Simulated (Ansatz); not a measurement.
`S[SiH2][SiH2]CCl` and `ClC[SiH2][GaH2]` differ in one atom or group.

Ansatz, PBE0-D4/def2-TZVP geometries, multiplicity 1. Each molecule was computed in one conformer, which needn't be the lowest. `ClC[SiH2][GaH2]` holds a close contact that its SMILES doesn't draw: Ga···Cl 2.76 Å.

Scalar relativity is left out up to krypton.

```
                                        property  `S[SiH2][SiH2]CCl`
           HOMO energy (ωB97M-V/def2-TZVPP) / eV               -9.41
             HOMO energy (B3LYP/def2-TZVPP) / eV               -7.10
            HOMO–LUMO gap (PBE0/def2-TZVPP) / eV                6.43
               HOMO energy (PBE/def2-TZVPP) / eV               -6.16
size of the dipole moment (B3LYP/def2-TZVPP) / D                1.26
  size of the dipole moment (PBE/def2-TZVPP) / D                1.20
```

Problem. Give the same properties after the change, and the shifts. (Best estimate.)

Solution. Ansatz gave: 
| property | `ClC[SiH2][GaH2]` | shift |
| --- | --- | --- |
| HOMO energy (ωB97M-V/def2-TZVPP) / eV | -9.34 | 0.07 |
| HOMO energy (B3LYP/def2-TZVPP) / eV | -7.12 | -0.02 |
| HOMO–LUMO gap (PBE0/def2-TZVPP) / eV | 6.08 | -0.35 |
| HOMO energy (PBE/def2-TZVPP) / eV | -6.24 | -0.08 |
| size of the dipole moment (B3LYP/def2-TZVPP) / D | 1.90 | 0.64 |
| size of the dipole moment (PBE/def2-TZVPP) / D | 1.86 | 0.66 |

Dipoles are sizes alone; their direction can turn.

B3LYP here is the variant with VWN-RPA as its local correlation; programs differ in this.
